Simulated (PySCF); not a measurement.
PySCF input (HF/def2-TZVPD):

```python
from pyscf import gto, scf, dft

mol = gto.M(
    atom='''
    Sn   -0.00000000   -0.00000000   -1.30503926
    Sn    0.00000000    0.00000000    1.24518022
    H     0.00000000    0.00000000    2.99295211
    ''',
    basis='def2-tzvpd',
    ecp='def2-tzvp',
    charge=-1,
    spin=0,
    verbose=4,
)

mf = scf.RHF(mol).density_fit(auxbasis='def2-universal-jkfit')
mf.conv_tol = 1e-9
mf.max_cycle = 100
mf.max_memory = 1500
mf.kernel()
if not mf.converged:
    mf = mf.newton()
    mf.kernel(mf.make_rdm1())
mf.analyze()
```

Output:

```
ECP def2-tzvp not found for  H
PySCF version 2.14.0

[INPUT] verbose = 4
[INPUT] num. atoms = 3
[INPUT] num. electrons = 46
[INPUT] charge = -1
[INPUT] spin (= nelec alpha-beta = 2S) = 0
[INPUT] symmetry False subgroup None
[INPUT] Mole.unit = angstrom
[INPUT] Symbol           X                Y                Z      unit          X                Y                Z       unit  Magmom
[INPUT]  1 Sn     0.000000000000   0.000000000000  -1.305039260000 AA    0.000000000000   0.000000000000  -2.466166783205 Bohr   0.0
[INPUT]  2 Sn     0.000000000000   0.000000000000   1.245180220000 AA    0.000000000000   0.000000000000   2.353049591526 Bohr   0.0
[INPUT]  3 H      0.000000000000   0.000000000000   2.992952110000 AA    0.000000000000   0.000000000000   5.655859791839 Bohr   0.0

nuclear repulsion = 109.800943561517
number of shells = 41
number of NR pGTOs = 205
number of NR cGTOs = 121
basis = def2-tzvpd
ecp = def2-tzvp

******** <class 'pyscf.df.df_jk.DFRHF'> ********
method = DFRHF
initial guess = minao
damping factor = 0
level_shift factor = 0
DIIS = <class 'pyscf.scf.diis.CDIIS'>
diis_start_cycle = 1
diis_space = 8
diis_damp = 0
SCF conv_tol = 1e-09
SCF conv_tol_grad = None
SCF max_cycles = 100
direct_scf = False
Set gradient conv threshold to 3.16228e-05
Initial guess from minao.
******** <class 'pyscf.df.df.DF'> ********
auxbasis = def2-universal-jkfit
init E= -352.111026199962
  HOMO = -0.86325210400581  LUMO = -0.69588466836455  gap/eV = 4.55430
cycle= 1 E= -425.782353529554  delta_E= -73.7  |g|= 3.09  |ddm|= 44.8

WARN: HOMO 0.152406051902054 == LUMO 0.152406051902061

cycle= 2 E= -425.859145842294  delta_E= -0.0768  |g|= 2.31  |ddm|=  251
  HOMO = -0.0913275901680901  LUMO = 0.0772158867763915  gap/eV = 4.58630
cycle= 3 E= -427.172088523008  delta_E= -1.31  |g|= 0.565  |ddm|=  251
  HOMO = -0.0311456241046324  LUMO = 0.13507589846876  gap/eV = 4.52312
cycle= 4 E= -427.271856452699  delta_E= -0.0998  |g|= 0.218  |ddm|= 0.903
  HOMO = -0.045202559578656  LUMO = 0.151858092800969  gap/eV = 5.36229
cycle= 5 E= -427.285399720989  delta_E= -0.0135  |g|= 0.0752  |ddm|= 0.394
  HOMO = -0.0549269038112678  LUMO = 0.156079645122319  gap/eV = 5.74178
cycle= 6 E= -427.287166221042  delta_E= -0.00177  |g|= 0.0229  |ddm|= 0.134
  HOMO = -0.0595315355516005  LUMO = 0.155783711531332  gap/eV = 5.85903
cycle= 7 E= -427.287451378464  delta_E= -0.000285  |g|= 0.00565  |ddm|= 0.0667
  HOMO = -0.0608019558639341  LUMO = 0.155145760746882  gap/eV = 5.87624
cycle= 8 E= -427.287506988007  delta_E= -5.56e-05  |g|= 0.00287  |ddm|= 0.0214
  HOMO = -0.0603542262514289  LUMO = 0.155280419121092  gap/eV = 5.86772
cycle= 9 E= -427.287533948267  delta_E= -2.7e-05  |g|= 0.00198  |ddm|= 0.0117
  HOMO = -0.0603067856204721  LUMO = 0.155280942780523  gap/eV = 5.86644
cycle= 10 E= -427.287557843639  delta_E= -2.39e-05  |g|= 0.00132  |ddm|= 0.0132
  HOMO = -0.0603674088337996  LUMO = 0.1552507337018  gap/eV = 5.86727
cycle= 11 E= -427.287570762943  delta_E= -1.29e-05  |g|= 0.000557  |ddm|= 0.0132
  HOMO = -0.0603756456938294  LUMO = 0.155253160907111  gap/eV = 5.86756
cycle= 12 E= -427.287573189989  delta_E= -2.43e-06  |g|= 0.000206  |ddm|= 0.00704
  HOMO = -0.0604103451254938  LUMO = 0.15525094283709  gap/eV = 5.86844
cycle= 13 E= -427.287573357305  delta_E= -1.67e-07  |g|= 7.25e-05  |ddm|= 0.00201
  HOMO = -0.0604099958968046  LUMO = 0.155251097702678  gap/eV = 5.86844
cycle= 14 E= -427.287573366538  delta_E= -9.23e-09  |g|= 3.27e-05  |ddm|= 0.00042
  HOMO = -0.0604080663483572  LUMO = 0.155251564445333  gap/eV = 5.86840
cycle= 15 E= -427.287573368136  delta_E= -1.6e-09  |g|= 1.16e-05  |ddm|= 0.000239
  HOMO = -0.0604075519245219  LUMO = 0.155251420044475  gap/eV = 5.86838
cycle= 16 E= -427.287573368225  delta_E= -8.99e-11  |g|= 3.8e-06  |ddm|= 3.22e-05
  HOMO = -0.0604082175423645  LUMO = 0.155251400300633  gap/eV = 5.86840
Extra cycle  E= -427.287573368242  delta_E= -1.61e-11  |g|= 2.21e-06  |ddm|= 1.45e-05
converged SCF energy = -427.287573368242
**** SCF Summaries ****
Total Energy =                        -427.287573368241624
Nuclear Repulsion Energy =             109.800943561517471
One-electron Energy =                 -980.531680427485753
Two-electron Energy =                  443.443163497726687
Two-electron Coulomb Energy =          478.133065687944111
DFT Exchange-Correlation Energy =      -34.689902190217424
HOMO-LUMO gap [eV] =                     5.868397110051492
**** MO energy ****
MO #1   energy= -5.67419065535967  occ= 2
MO #2   energy= -5.67040745552385  occ= 2
MO #3   energy= -3.86186966575677  occ= 2
MO #4   energy= -3.86186965219264  occ= 2
MO #5   energy= -3.86089834529866  occ= 2
MO #6   energy= -3.85718715975607  occ= 2
MO #7   energy= -3.85663957002383  occ= 2
MO #8   energy= -3.85663949248186  occ= 2
MO #9   energy= -1.14130272099716  occ= 2
MO #10  energy= -1.1286111074679   occ= 2
MO #11  energy= -1.12861106484668  occ= 2
MO #12  energy= -1.12587250857674  occ= 2
MO #13  energy= -1.12587250824458  occ= 2
MO #14  energy= -1.1197048921858   occ= 2
MO #15  energy= -1.11970489198302  occ= 2
MO #16  energy= -1.11641983392907  occ= 2
MO #17  energy= -1.11641976799529  occ= 2
MO #18  energy= -1.11167690913368  occ= 2
MO #19  energy= -0.453436348288916 occ= 2
MO #20  energy= -0.34716943957295  occ= 2
MO #21  energy= -0.167359082127898 occ= 2
MO #22  energy= -0.0604086438653315 occ= 2
MO #23  energy= -0.0604082175423645 occ= 2
MO #24  energy= 0.155251400300633  occ= 0
MO #25  energy= 0.173952176553184  occ= 0
MO #26  energy= 0.173952331521393  occ= 0
MO #27  energy= 0.187092887339488  occ= 0
MO #28  energy= 0.224446869102635  occ= 0
MO #29  energy= 0.231712813207268  occ= 0
MO #30  energy= 0.247904228727804  occ= 0
MO #31  energy= 0.247904228771252  occ= 0
MO #32  energy= 0.259001451462106  occ= 0
MO #33  energy= 0.259001599962793  occ= 0
MO #34  energy= 0.273871806204994  occ= 0
MO #35  energy= 0.273871886020095  occ= 0
MO #36  energy= 0.286697540724232  occ= 0
MO #37  energy= 0.286697540725839  occ= 0
MO #38  energy= 0.311805913681817  occ= 0
MO #39  energy= 0.340713200597169  occ= 0
MO #40  energy= 0.340713299774684  occ= 0
MO #41  energy= 0.363668933499371  occ= 0
MO #42  energy= 0.418824289160646  occ= 0
MO #43  energy= 0.429247387192407  occ= 0
MO #44  energy= 0.429247463910296  occ= 0
MO #45  energy= 0.443707587076871  occ= 0
MO #46  energy= 0.494492439127724  occ= 0
MO #47  energy= 0.494492547952399  occ= 0
MO #48  energy= 0.525601285141461  occ= 0
MO #49  energy= 0.52560128540907   occ= 0
MO #50  energy= 0.566522017550519  occ= 0
MO #51  energy= 0.568330503427827  occ= 0
MO #52  energy= 0.568330556467889  occ= 0
MO #53  energy= 0.599681530033636  occ= 0
MO #54  energy= 0.606663396554921  occ= 0
MO #55  energy= 0.606663396683485  occ= 0
MO #56  energy= 0.720043306475868  occ= 0
MO #57  energy= 0.720043306881523  occ= 0
MO #58  energy= 0.725342754544185  occ= 0
MO #59  energy= 0.773446514671717  occ= 0
MO #60  energy= 0.83262603810768   occ= 0
MO #61  energy= 1.00674051467422   occ= 0
MO #62  energy= 1.03383661555875   occ= 0
MO #63  energy= 1.03383661558936   occ= 0
MO #64  energy= 1.03866891663722   occ= 0
MO #65  energy= 1.0386689210798    occ= 0
MO #66  energy= 1.09680087736077   occ= 0
MO #67  energy= 1.09680087736078   occ= 0
MO #68  energy= 1.10783524970129   occ= 0
MO #69  energy= 1.13759924222161   occ= 0
MO #70  energy= 1.13759931029238   occ= 0
MO #71  energy= 1.15304518858536   occ= 0
MO #72  energy= 1.15304518858537   occ= 0
MO #73  energy= 1.18932645816198   occ= 0
MO #74  energy= 1.18932646306165   occ= 0
MO #75  energy= 1.28186345282645   occ= 0
MO #76  energy= 1.28186345285564   occ= 0
MO #77  energy= 1.31254146282635   occ= 0
MO #78  energy= 1.4447482081956    occ= 0
MO #79  energy= 1.4824520538737    occ= 0
MO #80  energy= 1.48245210002228   occ= 0
MO #81  energy= 1.55415372940839   occ= 0
MO #82  energy= 1.61889848587127   occ= 0
MO #83  energy= 1.61889848600105   occ= 0
MO #84  energy= 1.63031689123832   occ= 0
MO #85  energy= 1.63031693673114   occ= 0
MO #86  energy= 1.64689648597611   occ= 0
MO #87  energy= 1.64689648608885   occ= 0
MO #88  energy= 1.72948991795113   occ= 0
MO #89  energy= 1.73244541873605   occ= 0
MO #90  energy= 1.73244550925674   occ= 0
MO #91  energy= 2.09283829745626   occ= 0
MO #92  energy= 2.17478580118874   occ= 0
MO #93  energy= 2.17478583853966   occ= 0
MO #94  energy= 2.68693826626638   occ= 0
MO #95  energy= 2.73773699457886   occ= 0
MO #96  energy= 2.73773699461302   occ= 0
MO #97  energy= 2.74927680754823   occ= 0
MO #98  energy= 2.74927680754823   occ= 0
MO #99  energy= 2.78046143206524   occ= 0
MO #100 energy= 2.78046143206524   occ= 0
MO #101 energy= 2.85113577347284   occ= 0
MO #102 energy= 2.85113577351057   occ= 0
MO #103 energy= 2.87712312289391   occ= 0
MO #104 energy= 2.87712324996903   occ= 0
MO #105 energy= 2.97378687231766   occ= 0
MO #106 energy= 3.02876709846567   occ= 0
MO #107 energy= 3.0287671511762    occ= 0
MO #108 energy= 3.19323955833694   occ= 0
MO #109 energy= 3.31421746023771   occ= 0
MO #110 energy= 3.89953046497996   occ= 0
MO #111 energy= 3.99433721176287   occ= 0
MO #112 energy= 37.0344573834094   occ= 0
MO #113 energy= 37.1756183331058   occ= 0
MO #114 energy= 37.5690086857588   occ= 0
MO #115 energy= 37.5690087174396   occ= 0
MO #116 energy= 37.6415292970174   occ= 0
MO #117 energy= 37.6415293264245   occ= 0
MO #118 energy= 37.7417579058723   occ= 0
MO #119 energy= 37.9114143404707   occ= 0
MO #120 energy= 114.232980011913   occ= 0
MO #121 energy= 114.280718310821   occ= 0

WARN: Weak orthogonality for localized orbitals 5.929150337839509e-09

 ** Mulliken pop on meta-lowdin orthogonal AOs  **
 ** Mulliken pop  **
pop of  0 Sn 4s           1.78095
pop of  0 Sn 5s           1.92871
pop of  0 Sn 6s           0.03732
pop of  0 Sn 7s           0.02253
pop of  0 Sn 8s           0.02254
pop of  0 Sn 9s           0.00349
pop of  0 Sn 10s          0.08507
pop of  0 Sn 4px          0.01077
pop of  0 Sn 4py          0.28998
pop of  0 Sn 4pz          0.28998
pop of  0 Sn 5px          1.67325
pop of  0 Sn 5py          1.71492
pop of  0 Sn 5pz          1.71492
pop of  0 Sn 6px          0.19832
pop of  0 Sn 6py          0.84632
pop of  0 Sn 6pz          0.84632
pop of  0 Sn 7px          0.37127
pop of  0 Sn 7py          0.02543
pop of  0 Sn 7pz          0.02543
pop of  0 Sn 8px          0.10382
pop of  0 Sn 8py          0.00387
pop of  0 Sn 8pz          0.00387
pop of  0 Sn 4dxy         1.35954
pop of  0 Sn 4dyz         1.36240
pop of  0 Sn 4dz^2        1.35954
pop of  0 Sn 4dxz         1.36081
pop of  0 Sn 4dx2-y2      1.99539
pop of  0 Sn 5dxy         0.27078
pop of  0 Sn 5dyz         0.26709
pop of  0 Sn 5dz^2        0.27078
pop of  0 Sn 5dxz         0.29278
pop of  0 Sn 5dx2-y2      0.00270
pop of  0 Sn 6dxy         0.23921
pop of  0 Sn 6dyz         0.22736
pop of  0 Sn 6dz^2        0.23921
pop of  0 Sn 6dxz         0.22023
pop of  0 Sn 6dx2-y2      0.00181
pop of  0 Sn 7dxy         0.17050
pop of  0 Sn 7dyz         0.14871
pop of  0 Sn 7dz^2        0.17050
pop of  0 Sn 7dxz         0.12609
pop of  0 Sn 7dx2-y2      0.00009
pop of  0 Sn 4f-3         0.00000
pop of  0 Sn 4f-2         0.00000
pop of  0 Sn 4f-1         0.00016
pop of  0 Sn 4f+0         0.00057
pop of  0 Sn 4f+1         0.00016
pop of  0 Sn 4f+2         0.00001
pop of  0 Sn 4f+3         0.00000
pop of  0 Sn 5f-3         0.00000
pop of  0 Sn 5f-2         0.00000
pop of  0 Sn 5f-1         0.01265
pop of  0 Sn 5f+0         0.02802
pop of  0 Sn 5f+1         0.01265
pop of  0 Sn 5f+2         0.00008
pop of  0 Sn 5f+3         0.00000
pop of  1 Sn 4s           1.78085
pop of  1 Sn 5s           1.70322
pop of  1 Sn 6s           0.05082
pop of  1 Sn 7s           0.01362
pop of  1 Sn 8s           0.01540
pop of  1 Sn 9s           0.00671
pop of  1 Sn 10s          0.08145
pop of  1 Sn 4px          0.01088
pop of  1 Sn 4py          0.29080
pop of  1 Sn 4pz          0.29080
pop of  1 Sn 5px          1.69004
pop of  1 Sn 5py          1.71496
pop of  1 Sn 5pz          1.71496
pop of  1 Sn 6px          0.17951
pop of  1 Sn 6py          0.86640
pop of  1 Sn 6pz          0.86640
pop of  1 Sn 7px          0.23598
pop of  1 Sn 7py          0.01737
pop of  1 Sn 7pz          0.01737
pop of  1 Sn 8px          0.13920
pop of  1 Sn 8py          0.00316
pop of  1 Sn 8pz          0.00316
pop of  1 Sn 4dxy         1.35753
pop of  1 Sn 4dyz         1.35441
pop of  1 Sn 4dz^2        1.35753
pop of  1 Sn 4dxz         1.36122
pop of  1 Sn 4dx2-y2      1.99533
pop of  1 Sn 5dxy         0.26247
pop of  1 Sn 5dyz         0.24991
pop of  1 Sn 5dz^2        0.26247
pop of  1 Sn 5dxz         0.29262
pop of  1 Sn 5dx2-y2      0.00272
pop of  1 Sn 6dxy         0.23935
pop of  1 Sn 6dyz         0.21164
pop of  1 Sn 6dz^2        0.23935
pop of  1 Sn 6dxz         0.22008
pop of  1 Sn 6dx2-y2      0.00183
pop of  1 Sn 7dxy         0.19550
pop of  1 Sn 7dyz         0.18691
pop of  1 Sn 7dz^2        0.19550
pop of  1 Sn 7dxz         0.12597
pop of  1 Sn 7dx2-y2      0.00009
pop of  1 Sn 4f-3         0.00000
pop of  1 Sn 4f-2         0.00002
pop of  1 Sn 4f-1         0.00020
pop of  1 Sn 4f+0         0.00074
pop of  1 Sn 4f+1         0.00020
pop of  1 Sn 4f+2         0.00002
pop of  1 Sn 4f+3         0.00000
pop of  1 Sn 5f-3         0.00000
pop of  1 Sn 5f-2         0.00000
pop of  1 Sn 5f-1         0.01095
pop of  1 Sn 5f+0         0.03535
pop of  1 Sn 5f+1         0.01095
pop of  1 Sn 5f+2         0.00008
pop of  1 Sn 5f+3         0.00000
pop of  2 H 1s            1.58500
pop of  2 H 2s            0.08998
pop of  2 H 3s            0.02184
pop of  2 H 2px           0.04193
pop of  2 H 2py           0.04193
pop of  2 H 2pz           0.05128
pop of  2 H 3px           0.06603
pop of  2 H 3py           0.06603
pop of  2 H 3pz           0.03306
 ** Mulliken atomic charges  **
charge of    0Sn =     -0.13890
charge of    1Sn =      0.13598
charge of    2H =     -0.99708

WARN: System has nonzero charge -1; the dipole moment is origin-dependent.
Location of origin: [0. 0. 0.]

Dipole moment(X, Y, Z, Debye):  0.00000, -0.00000, -0.14292
```

It need not be the lowest isomer of its formula. Whether it binds its extra electron was not tested at this geometry.
